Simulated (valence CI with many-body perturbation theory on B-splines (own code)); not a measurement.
# Forbidden lines of Sn X

Calculated by configuration interaction combined with many-body perturbation theory (CI+MBPT): five valence electrons over a frozen Dirac-Fock core [Kr], radial functions for each j: 7 s, 7 p, 8 d, 6 f, 4 g, 1 h, with the one-electron correlation potential Σ1 (screened to all orders), the two-electron term Σ2, the three-electron term Σ3, Breit, model QED; selected single and double excitations, second order for the rest, scaled by the run's own slope (own B-spline code, finite nucleus).

No measured spectrum was set against this ion. As an estimate, terms of the open shell hold to 2 to 4 % of their energy, and close levels can change places. Core correlation moves these levels by up to 8400 cm⁻¹, and in measured spectra 5 to 20 % of such shifts remained as error; rates that hang on mixing are uncertain with them. Among the levels kept, up to 550 cm⁻¹ of a level comes from second order outside the variational space, and about a tenth of that is noise between levels of different J, which matters for small intervals. The list stops below the first excitations out of the core. Only levels of the ground parity were solved; by the run's estimate the other parity begins above the list, which can be wrong where configurations are misplaced.

Lines 51 to 100 of 120 in falling wavelength, among levels below 404010 cm⁻¹, chosen from the decays that carry over 1 % of a level's rate. Wavelengths and rates use the calculated energies, so an error of 2000 cm⁻¹ moves a line at 644.9 nm by 13 % and its rate by three times that or more. S is in atomic units (e²a₀⁴ for E2 and M2, e²a₀⁶ for E3), for M1 in squared Bohr magnetons. Weak lines are less certain than strong ones. Lines between different terms over intervals too small for the method are left out, as are lines whose strength nearly cancels. Where a level lies close to another of its J and parity, the split of strength between their lines is uncertain.

Names give the largest LS component (configuration and term), which can be under half, so a name can repeat, a term be missing and a line seem to break the LS rules; names also repeat where a configuration has a term twice. Letters in brackets count levels of one name in rising energy.

```tsv
λ vac (nm)	Upper	Lower	Type	A (s⁻¹)	S (a.u.)
644.9	4d5 4D_5/2 [b]	4d5 4G_5/2	M1	2.99e+00	1.78e-01
631.7	4d5 2F_7/2 [b]	4d5 4F_9/2	M1	9.83e+00	7.35e-01
613.1	4d5 4F_3/2	4d5 4P_1/2	M1	5.38e+00	1.84e-01
607.2	4d5 2F_7/2 [b]	4d5 4F_7/2	M1	5.97e+00	3.96e-01
574.8	4d5 4P_3/2	4d5 4G_5/2	M1	2.08e+00	5.86e-02
574.5	4d5 2D_3/2 [a]	4d5 4P_3/2	M1	1.66e+01	4.66e-01
555.5	4d5 2G_7/2 [a]	4d5 4D_5/2 [b]	M1	5.61e-01	2.85e-02
554.8	4d5 2H_11/2	4d5 2I_13/2	M1	1.29e+01	9.81e-01
548.6	4d5 2I_13/2	4d5 4G_11/2	M1	9.09e-01	7.79e-02
538.2	4d5 4F_5/2	4d5 4D_7/2	M1	1.13e+00	3.93e-02
520.9	4d5 2D_3/2 [a]	4d5 4D_1/2	M1	9.22e+00	1.93e-01
519.3	4d5 2F_5/2 [a]	4d5 4D_3/2	M1	4.49e+00	1.40e-01
518.2	4d5 2D_3/2 [a]	4d5 4D_5/2 [b]	M1	9.18e+00	1.89e-01
517.2	4d5 4F_3/2	4d5 4D_3/2	M1	2.45e+01	5.03e-01
496.2	4d5 2F_5/2 [b]	4d5 4P_3/2	M1	3.89e+00	1.06e-01
491.2	4d5 2F_5/2 [a]	4d5 4D_5/2 [a]	M1	8.93e+01	2.36e+00
488.6	4d5 4F_7/2	4d5 4G_9/2	M1	7.93e+00	2.74e-01
481.5	4d5 2F_7/2 [a]	4d5 4D_5/2 [b]	M1	5.62e+00	1.86e-01
476.3	4d5 2H_11/2	4d5 2I_11/2	M1	4.00e+01	1.92e+00
473.8	4d5 4F_9/2	4d5 4G_9/2	M1	1.87e-01	7.39e-03
469.1	4d5 2H_9/2	4d5 4D_7/2	M1	4.94e+00	1.89e-01
460.5	4d5 4F_9/2	4d5 4G_11/2	M1	7.71e+00	2.79e-01
453.6	4d5 2F_5/2 [b]	4d5 4D_5/2 [b]	M1	2.87e+00	5.95e-02
449.9	4d5 2F_5/2 [a]	4d5 4G_7/2	M1	1.56e+01	3.15e-01
448.4	4d5 2G_7/2 [a]	4d5 4D_7/2	M1	1.48e+01	3.96e-01
446.5	4d5 4F_9/2	4d5 4G_7/2	M1	4.78e+00	1.58e-01
442.1	4d5 2G_9/2 [a]	4d5 2I_11/2	M1	1.04e+01	3.33e-01
406.5	4d5 4F_7/2	4d5 4G_5/2	M1	9.22e-01	1.84e-02
398.9	4d5 2F_7/2 [a]	4d5 4D_7/2	M1	1.97e+01	3.71e-01
398.9	4d5 4F_5/2	4d5 4D_5/2 [a]	M1	2.73e+00	3.86e-02
397.6	4d5 4F_3/2	4d5 4G_5/2	M1	2.15e+01	2.01e-01
391.1	4d5 2F_7/2 [b]	4d5 4D_5/2 [b]	M1	2.30e+00	4.08e-02
379.6	4d5 2F_5/2 [b]	4d5 4D_7/2	M1	8.09e+00	9.84e-02
371.2	4d5 4F_5/2	4d5 4G_7/2	M1	1.54e+01	1.76e-01
352.3	4d5 2H_9/2	4d5 4G_9/2	M1	2.94e+01	4.76e-01
347.4	4d5 2G_7/2 [a]	4d5 4D_5/2 [a]	M1	1.13e+00	1.40e-02
345.0	4d5 2D_3/2 [a]	4d5 4D_3/2	M1	1.30e+00	7.90e-03
344.8	4d5 2H_9/2	4d5 4G_11/2	M1	1.03e+01	1.57e-01
340.5	4d5 2G_7/2 [a]	4d5 4G_9/2	M1	2.30e+01	2.70e-01
337.0	4d5 2H_9/2	4d5 4G_7/2	M1	1.26e+01	1.78e-01
332.4	4d5 2D_3/2 [a]	4d5 4D_5/2 [a]	M1	1.73e+00	9.40e-03
331.2	4d5 2G_9/2 [a]	4d5 4D_7/2	M1	1.05e+01	1.41e-01
326.1	4d5 2G_7/2 [a]	4d5 4G_7/2	M1	3.79e+00	3.90e-02
315.1	4d5 2F_5/2 [b]	4d5 4D_3/2	M1	2.75e+00	1.91e-02
311.1	4d5 2F_7/2 [a]	4d5 4G_9/2	M1	2.55e+01	2.28e-01
304.6	4d5 2F_5/2 [b]	4d5 4D_5/2 [a]	M1	3.66e+00	2.30e-02
302.9	4d5 4G_5/2	4d5 6S_5/2	M1	1.96e+01	1.21e-01
299.1	4d5 2F_7/2 [a]	4d5 4G_7/2	M1	6.02e+00	4.78e-02
288.1	4d5 2F_5/2 [b]	4d5 4G_7/2	M1	1.32e+01	7.01e-02
287.3	4d5 2D_3/2 [a]	4d5 4G_5/2	M1	1.20e+00	4.23e-03
```
